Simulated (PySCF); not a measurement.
Unknown compound

The spectra below were simulated for a compound C₆H₄F₄.

$^{1}$H NMR (300 MHz, computed): δ 6.64 (ddt, J = 7.4, 3.5, 2.1 Hz, 1H), 6.02 (d of t of quint, J = 7.4, 2.4, 1.2 Hz, 1H), 3.14 (m, 2H).

$^{13}$C{$^{1}$H} NMR (computed): δ 176.2 (C, dq, J = 371.9, 3.8 Hz), 138.1 (CH, dq, J = 4.8, 1.9 Hz), 127.2 (CH, d, J = 13.1 Hz), 126.4 (C, qd, J = 333.9, 3.8 Hz), 117.9 (C, qd, J = 38.7, 4.1 Hz), 41.2 (CH2, d, J = 14.0 Hz).

PySCF 2.14.0 with density-fitted response routines calculation with geometry: PBE0-D3(BJ)/def2-SVP, shieldings: GIAO PBE0/pcSseg-1 and J: B3LYP/pcJ-1 (spin–dipole term only in couplings to heteroatoms); one averaged value for each set of equivalent atoms, no solvent model, one conformer, relativity neglected.

Chemical shifts δ = σref − σ; TMS for $^{1}$H (31.27 ppm), $^{13}$C (184.41 ppm), all at this level.

Deduce the structure.

Results:


1. Rings plus π bonds: 3 (1 ring in the answer).
2. 6 carbon signals for 6 carbons: no two carbons are equivalent.
3. Carbon types of the structure: 3 × C, 2 × CH, 1 × CH2, which accounts for all hydrogens.
4. δC 176.2, 117.9: fully substituted alkene carbon.
5. δC 138.1, 127.2: alkene CH; an sp2 carbon of a C=C bond.
6. δC 126.4: CF3 carbon; 3 electronegative neighbours deshield it.
7. δC 41.2: allylic sp3 CH2; saturated and bonded to C and H only.
8. δH 6.64, 6.02: hydrogen on an alkene CH; a vinylic proton, deshielded by the sp2 carbon and the C=C anisotropy.
9. δH 3.14: hydrogen on an allylic sp3 CH2; allylic position.
10. The protons at 6.64 and 6.02 share a coupling of 7.4 Hz (vicinal, cis across C=C).

The compound is `FC1=C(C(F)(F)F)C=CC1`.

The data come from this structure; uniqueness wasn't tested.

C–F couplings over four or more bonds (about 3 Hz to the para carbon of a fluoroarene) are left out. Common functionals overestimate the size of one-bond C–F couplings by tens of Hz; these are unscaled. Splittings below 1 Hz are ignored in the labels, and close J values are merged. Unscaled 3J(H,H) at this level run about 10 % above measured values. Shifts are as computed. Against solution values, carbons near 30 ppm lie about +2 ppm off and those near 130 ppm about +5 ppm. Of 1211 compounds with measured shifts, 218 miss one by over three times the rms of a fit or turn the order of signals round; such compounds aren't used in these exercises.
